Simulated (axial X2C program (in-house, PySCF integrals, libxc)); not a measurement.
MgSb: cheaper levels and CCSD(T), two-component

All values were computed with an in-house all-electron X2C program for linear molecules (integrals from PySCF). Two-component (2c) means X2C with spin–orbit coupling and atomic mean-field two-electron Coulomb and Gaunt terms. Basis: Sb dyall-cv3z [11s12p8d4f1g], Mg dyall-cv3z [9s8p6d3f] (cores contracted in-house); Gaussian nuclei, density fitting, unrestricted open shells. Masses: Sb 120.904 u, Mg 23.985 u.

State: Ω = 3/2 (⟨Sz⟩ = 1.46, ⟨Lz⟩ = 0.04 at HF); fragments Sb + Mg.

```tsv
level	Re (Å)	ωe (cm⁻¹)	De (eV)
HF	2.882	189.7	0.134
MP2	2.855	214.4	0.333
CCSD	2.882	188.0	0.277
PW91	2.795	179.9	n/a
```

Correlated methods: 7 electrons correlated (number of frozen shells: Sb 4 s, 3 p, 2 d; Mg 2 s, 1 p), 303 virtual spin orbitals or spinors in MP2, 90 natural virtuals in coupled cluster.

CCSD(T), same Hamiltonian and basis:

Re = 2.875 Å, ωe = 193.9 cm⁻¹, De = 0.35 eV; T1 = 0.030 (Lee–Taylor normalisation).

(1) Give the differences from CCSD(T) in the columns below.

One determinant describes the state; a PBE0 search over occupations chose it and may have missed a lower one. Dissociation energies refer to the lowest single-determinant-based atoms at the same level and basis. De is not given where an atomic determinant may have missed its ground term or J level, or where the truncated virtual space spoils (T). Density functionals use the spin component along the axis (collinear). CCSD and (T) use frozen natural virtuals with an MP2 correction for the truncation; (T) itself is uncorrected, so its De runs slightly low. Other states lie close and PBE0, whose exact exchange favours high spin, may order them wrongly; the determinant shown need not be the ground state. The nearest other 2c determinant of the search, Ω = 1/2, lies 0.23 eV up at the distance of the search. With several unpaired electrons one determinant need not be a pure state. This is the top spin component of a Σ state; components of lower Ω are not single determinants and can lie lower. The determinant is spin-polarised beyond a pure state at some levels (its spin-free form has ⟨S²⟩ too high), which makes Re and μ there less reliable. With the outer-core shells frozen, correlated bond lengths of heavy atoms tend to come out a few hundredths of an ångström too long.

Answers

(1) 

| level | ΔRe (Å) | Δωe (cm⁻¹) | ΔDe (eV) |
| --- | --- | --- | --- |
| HF | 0.007 | -4.2 | -0.22 |
| MP2 | -0.020 | 20.5 | -0.02 |
| CCSD | 0.007 | -5.9 | -0.07 |
| PW91 | -0.080 | -14.0 | n/a |
